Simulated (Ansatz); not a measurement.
Li2, singlet, at a GFN2-xTB geometry (such geometries of metal compounds can be far from the true shape); PBE0/def2-SVPD (Ansatz, a program for electronic structure).

The Ansatz input:
Ansatz 0.2 input:
```yaml
crystal:
  periodic: [false, false, false]
  atoms:
    - {symbol: Li, position_ang: [-0.00000000, -0.00000000, -1.14955728]}
    - {symbol: Li, position_ang: [0.00000000, 0.00000000, 1.14955728]}
basis:
  gaussian:
    orbitals: def2-SVPD
hamiltonian:
  xc: pbe0
```

Output, abridged:

```
Functional definition: PBE0
334 factors; integrals over basis functions are off by at most 2.5e-4 eV
mean field evaluation 1: about -406.5138 eV, gradient 3.4e0 eV
mean field evaluation 2: about -406.5773 eV, gradient 7.8e-1 eV
mean field evaluation 4: about -406.5804 eV, gradient 2.9e-2 eV
mean field evaluation 8: about -406.5804 eV, gradient 3.6e-5 eV
mean field -406.58039714 eV, -14.9415540048 hartree, gradient 3.6e-5 eV, S^2 0.000000; 0 other end points of the search recorded, 0 dependent functions left out
reference -406.58042602 eV, -14.9415550662 hartree; 3, 3 occupied and 21, 21 virtual orbitals, 334 factors
Total energy: -406.58042602 eV, -14.9415550662 hartree
```
